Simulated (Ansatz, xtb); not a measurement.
Relaxing a trial structure of ClGaH3Si2

The starting geometry of this gas-phase doublet was built from a drawn formula by distance geometry; its bonds are those of `Cl/[SiH]=[SiH]\[GaH]`.

```tsv
atom	x (Å)	y (Å)	z (Å)
Cl	-1.5954	1.9417	1.7517
Ga	1.8692	0.5408	1.3862
Si	-1.6468	-0.0145	0.9707
Si	0.0996	-0.9863	0.6838
H	-2.8785	-0.8020	1.2195
H	0.2268	-2.2078	-0.1144
H	2.6068	0.5725	2.7539
```

Problem. Where would you expect an optimisation with r2SCAN-D4/def2-SVP to take it?

Solution. A new bond forms, giving a structure with Cl1 bridging Ga2 and Si3, given below by its coordinates. Distances that change by over a tenth: Si3–Si4 (2.02 → 2.34 Å). Contacts that close: Cl1–Ga2 (3.75 → 2.50 Å).

The energy falls by 1.10 eV over 17 steps:

```csv
step,E − E(last) (eV)
1,1.104
3,0.569
5,0.457
6,0.432
8,0.264
10,0.035
12,0.006
13,0.002
15,0.000
17,0.000
```

Final geometry (Å):

```xyz
7

Cl   -0.8927    1.4798    2.1925
Ga    1.2125    0.2336    1.6876
Si   -1.5691    0.0132    0.5901
Si   -0.0129   -1.6621    1.1003
H    -2.9842   -0.1708    1.0790
H     0.6211   -2.0685   -0.2117
H     2.3069    1.2190    2.2135
```

From the same start GFN2-xTB ends elsewhere, differing in Ga2–Si4 (3.08 against 2.33 Å here), Ga2–H7 (2.17 against 1.56 Å here).

No frequencies were run, so the end isn't proven a minimum. Open shells are spin-unrestricted. Run with Ansatz 0.2.0, 2.2 min on 2 threads of Intel(R) Xeon(R) Platinum 8259CL CPU @ 2.50GHz (Skylake/Cascade Lake), with other jobs on the host.
